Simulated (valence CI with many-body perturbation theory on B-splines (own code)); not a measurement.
## Valence orbitals of O III

Calculated by relativistic CI+MBPT: four valence electrons over a frozen Dirac-Fock core [He], radial functions for each j: 11 s, 11 p, 9 d, 7 f, 5 g, 2 h, 1 i, with the one-electron correlation potential Σ1, the two-electron term Σ2, the three-electron term Σ3, Breit, model QED; selected CI, second order for the rest, scaled by the run's own slope (own B-spline code, finite nucleus).

Against 32 measured levels this calculation errs by 91 cm⁻¹ on average and by 230 at most. These come from a selection out of Moore, Selected Tables of Atomic Spectra, NSRDS-NBS 3, section 11. Levels without a partner in it may be off by more. Among the levels kept, up to 570 cm⁻¹ of a level comes from second order outside the variational space, and about a tenth of that is noise between levels of different J, which matters for small intervals.

These are the spectroscopic orbitals of the CI (the correlating ones are not listed), shaped by the core and the other valence electrons. h is the expectation value of the core's Dirac-Fock operator, without the valence repulsion; Σ1 is computed up to l = 3 at one energy for each symmetry, that of its lowest orbital but kept below the first core excitation, so for empty shells it is not the orbital's own correlation shift; Breit and QED include the response of the core.

```csv
Orbital,h (hartree),Σ1 (cm⁻¹),Breit (cm⁻¹),QED (cm⁻¹),⟨r⟩ (bohr)
2s1/2,-4.975,-824,61.4,29.6,1.031
3s1/2,-1.9741,-138,11.8,5.8,2.882
4s1/2,-1.0268,-43.1,3.8,1.9,5.832
5s1/2,-0.63052,-19.3,1.7,0.8,9.753
2p1/2,-4.4825,-1397,89.0,-3.4,0.9994
3p1/2,-1.7738,-213,15.8,-0.6,3.162
4p1/2,-0.94915,-74.9,5.8,-0.2,6.335
5p1/2,-0.59211,-35.3,2.8,-0.1,10.49
2p3/2,-4.4796,-1390,38.6,-2.3,1.000
3p3/2,-1.773,-212,6.8,-0.4,3.163
4p3/2,-0.94886,-74.6,2.5,-0.1,6.338
5p3/2,-0.59197,-35.2,1.2,-0.1,10.49
3d3/2,-1.5969,-21.8,0.1,0.0,3.234
4d3/2,-0.88642,-10.2,0.0,0.0,6.645
5d3/2,-0.562,-5.4,0.0,0.0,11.05
3d5/2,-1.5968,-21.8,0.0,0.0,3.234
4d5/2,-0.88637,-10.2,0.0,0.0,6.645
5d5/2,-0.56198,-5.4,0.0,0.0,11.05
4f5/2,-0.8461,-0.9,0.0,0.0,5.982
5f5/2,-0.54181,-0.5,0.0,0.0,10.47
4f7/2,-0.84608,-0.9,0.0,0.0,5.982
5f7/2,-0.5418,-0.5,0.0,0.0,10.47
5g7/2,-0.54006,,0.0,0.0,9.165
5g9/2,-0.54005,,0.0,0.0,9.165
```

Among the shells of the start configuration 2s2 2p2, Σ1 is largest in size for 2p1/2, where it is 0.14 % of h.

Lowest root of each symmetry, sizes in configuration state functions:

| J | Parity | Roots | Reference | Variational | Second order | Change by selected CI (cm⁻¹) | Change by second order (cm⁻¹) |
| --- | --- | --- | --- | --- | --- | --- | --- |
| 0 | even | 10 | 26 | 40613 | 411539 | -17105 | -21 |
| 1 | even | 14 | 54 | 41121 | 1291327 | -16994 | -132 |
| 2 | even | 16 | 61 | 39913 | 2223749 | -16969 | -156 |
| 3 | even | 8 | 41 | 40354 | 2055719 | -28911 | -439 |
| 4 | even | 4 | 20 | 39984 | 1632681 | -31165 | -87 |
| 5 | even | 2 | 6 | 42826 | 1076427 | -30571 | -62 |
| 0 | odd | 8 | 19 | 41300 | 388557 | -19926 | -38 |
| 1 | odd | 20 | 47 | 39977 | 1382835 | -20137 | -146 |
| 2 | odd | 20 | 46 | 39963 | 2094924 | -8393 | -92 |
| 3 | odd | 11 | 27 | 39994 | 2372721 | -19988 | -298 |
| 4 | odd | 4 | 11 | 44349 | 1614494 | -31461 | -219 |
